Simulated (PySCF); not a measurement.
# `CC(C)[As]1CCCCC1`, C$_{8}$H$_{17}$As

Cartesian coordinates in Å; atom numbers follow the order of the lines, from 1:
```xyz
26

C     2.6272   -1.4727   -0.2605
C     1.9091   -0.1281   -0.2629
C     2.8414    0.9736    0.2278
As    0.2680   -0.2146    0.8913
C    -0.8284   -1.3484   -0.3125
C    -2.3140   -1.1007   -0.0749
C    -2.7401    0.3150   -0.4557
C    -2.0973    1.3882    0.4196
C    -0.5841    1.4566    0.2445
H     2.9288   -1.7347    0.7544
H     3.5205   -1.4389   -0.8850
H     1.9736   -2.2596   -0.6378
H     1.5960    0.1041   -1.2886
H     3.7366    1.0320   -0.3921
H     3.1486    0.7746    1.2553
H     2.3412    1.9421    0.2009
H    -0.6055   -2.4047   -0.1325
H    -0.5773   -1.1289   -1.3549
H    -2.9037   -1.8140   -0.6604
H    -2.5462   -1.2705    0.9826
H    -3.8271    0.3911   -0.3636
H    -2.4827    0.5006   -1.5022
H    -2.3325    1.1796    1.4695
H    -2.5402    2.3580    0.1689
H    -0.1945    2.3128    0.8039
H    -0.3385    1.6103   -0.8109
```

Theory: GIAO PBE/pcSseg-1 magnetisability, rotational g tensor and spin-rotation constants, non-relativistic, gas phase (PySCF 2.14.0). Geometry: GFN2-xTB.

The calculation is non-relativistic, which matters for the atoms heavier than Zn.

Task: How diamagnetic is it, and how anisotropic?

Result: Isotropic -1965 × 10⁻³⁰ J/T², or -118.3 × 10⁻⁶ cm³/mol; principal values -2039, -2012, -1842 × 10⁻³⁰ J/T², anisotropy 185 × 10⁻³⁰ J/T² (root of half the summed squared differences of the principal values). The susceptibility is in cgs units.

Task: Split it along the inertial axes a, b, c into diamagnetic and paramagnetic parts about the centre of mass, with the quadrupole moment.

Result: 
| axis | χ (10⁻⁶ cm³/mol) | diamagnetic (10⁻⁶ cm³/mol) | paramagnetic (10⁻⁶ cm³/mol) | summed x² of all electrons (Å²) | quadrupole Θ (D Å) |
| --- | --- | --- | --- | --- | --- |
| a | -122.7 | -735.4 | 612.8 | 345.9 | +1.78 |
| b | -121.2 | -1687.7 | 1566.5 | 121.4 | +0.92 |
| c | -111.1 | -1982.4 | 1871.3 | 52.0 | -2.70 |

Anisotropies 2χaa − χbb − χcc = -13.1 and 2χbb − χaa − χcc = -8.6 × 10⁻⁶ cm³/mol. Θ is traceless in Buckingham's convention.

Task: And the rotational g tensor?

Result: 
```tsv
axis	rotational constant (GHz)	g	nuclear part	electronic part
a	2.2003	-0.0056	0.6278	-0.6334
b	0.8178	-0.0025	0.5994	-0.6019
c	0.6942	-0.0047	0.6056	-0.6103
```
Asymmetric top; isotopes 75As, 12C, 1H; no vibrational averaging.
